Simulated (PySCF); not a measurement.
Job file and geometry (Å, from GFN2-xTB) of an NMR shielding run on `C=CP(C)CSC`, C₅H₁₁PS, PySCF 2.14.0, density-fitted response routines, GIAO PBE0/pcSseg-1 NMR shielding, non-relativistic, gas phase; density fitting, a coarse starting grid and PySCF grid level 2 are the driver's defaults:

```
$ OMP_NUM_THREADS=1 python probes_run.py task.json out

{"job": {"kind": "nmr", "xc": "PBE0", "basis": "pcSseg-1"}, "charge": 0, "multiplicity": 1}
C     -1.407390     2.543476    -1.274404
C     -1.475278     1.239198    -1.066505
P     -0.389149     0.379264     0.121186
C     -1.517638    -1.013021     0.565120
C      0.596523    -0.531169    -1.188405
S      1.612233    -1.860835    -0.483717
C      2.723496    -0.857569     0.535101
H     -2.045395     3.047754    -1.983399
H     -0.706290     3.161322    -0.737503
H     -2.193194     0.625458    -1.601849
H     -0.936863    -1.789389     1.061802
H     -2.276343    -0.646877     1.254720
H     -1.995557    -1.430439    -0.321412
H     -0.067123    -1.006971    -1.912880
H      1.254166     0.170564    -1.706181
H      3.364950    -1.544722     1.076714
H      2.130189    -0.264884     1.227530
H      3.319904    -0.214843    -0.107094
```

Task: Write the output of this run.

Result: 
```
coarse grid: 15504 points
cycle   1  E = -936.0095407460  dE =  5.331e-01  |g| = 3.897e-01  |ddm| = 3.839e+00
cycle   2  E = -936.0118161741  dE = -2.275e-03  |g| = 3.866e-01  |ddm| = 7.163e-01
cycle   3  E = -936.0502174584  dE = -3.840e-02  |g| = 4.098e-02  |ddm| = 3.480e-01
cycle   4  E = -936.0505703802  dE = -3.529e-04  |g| = 2.258e-02  |ddm| = 8.092e-02
cycle   5  E = -936.0506860827  dE = -1.157e-04  |g| = 7.798e-03  |ddm| = 2.530e-02
cycle   6  E = -936.0507012082  dE = -1.513e-05  |g| = 2.172e-03  |ddm| = 8.413e-03
cycle   7  E = -936.0507022868  dE = -1.079e-06  |g| = 4.287e-04  |ddm| = 2.307e-03
final grid: 138808 points
cycle   8  E = -936.0969706658  dE = -3.605e-05  |g| = 1.023e-02  |ddm| = 3.620e-02
cycle   9  E = -936.0969583252  dE =  1.234e-05  |g| = 1.241e-02  |ddm| = 1.948e-02
cycle  10  E = -936.0969968257  dE = -3.850e-05  |g| = 1.014e-03  |ddm| = 1.162e-02
cycle  11  E = -936.0969970856  dE = -2.599e-07  |g| = 2.948e-04  |ddm| = 1.273e-03
cycle  12  E = -936.0969971063  dE = -2.065e-08  |g| = 9.414e-05  |ddm| = 2.963e-04
cycle  13  E = -936.0969971083  dE = -2.044e-09  |g| = 3.360e-05  |ddm| = 1.163e-04
cycle  14  E = -936.0969971086  dE = -2.810e-10  |g| = 7.341e-06  |ddm| = 4.160e-05
converged SCF energy = -936.0969971086

GIAO shielding tensors (ppm)
atom      isotropic    diamagn.    paramagn.     s11        s22        s33       span
  0 C       48.870     253.521    -204.652    -72.273     59.219    159.663    231.935
  1 C       33.936     264.051    -230.115    -82.061     42.418    141.452    223.513
  2 P      392.441     968.014    -575.573    359.581    379.404    438.337     78.756
  3 C      170.970     254.017     -83.047    159.363    163.844    189.702     30.340
  4 C      143.218     255.013    -111.795    126.006    144.081    159.567     33.562
  5 S      576.474    1056.682    -480.207    446.724    502.541    780.158    333.434
  6 C      167.256     251.554     -84.298    150.982    166.236    184.550     33.568
  7 H       25.608      28.109      -2.501     22.144     24.596     30.085      7.941
  8 H       25.529      32.002      -6.473     21.413     24.535     30.641      9.228
  9 H       25.336      32.539      -7.203     21.402     24.815     29.791      8.389
 10 H       29.788      31.052      -1.264     24.209     29.552     35.602     11.394
 11 H       30.551      30.698      -0.147     26.252     27.349     38.050     11.798
 12 H       31.025      31.984      -0.959     27.375     28.345     37.355      9.980
 13 H       29.644      32.921      -3.277     24.175     29.400     35.358     11.183
 14 H       29.120      33.045      -3.925     23.341     29.393     34.627     11.286
 15 H       30.019      28.766       1.252     24.903     26.713     38.440     13.537
 16 H       28.847      31.241      -2.394     22.224     29.896     34.422     12.198
 17 H       29.797      29.993      -0.196     24.915     26.989     37.487     12.573
```

Size and cost of the density-fitted run: 188 basis functions, 28 s wall time on 1 thread of an Arm Neoverse V1, shared host; peak memory 0.85 GiB.
